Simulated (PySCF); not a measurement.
A structure optimised at PBE-D3(BJ)/def2-SVP, used in a PySCF frequency run:

```
Sb
F 1 1.9558
Br 1 2.5392 2 97.75
Br 1 2.5392 2 97.75 3 100.73
```
Charge 0, spin multiplicity 1.

**Question.** Write its SMILES, formula and point group.

**Answer.** [F][Sb]([Br])[Br], Br₂FSb, Cs

**Question.** What are its rotational constants (standard atomic weights)?

**Answer.** 1.7848, 0.77449, 0.60847 GHz
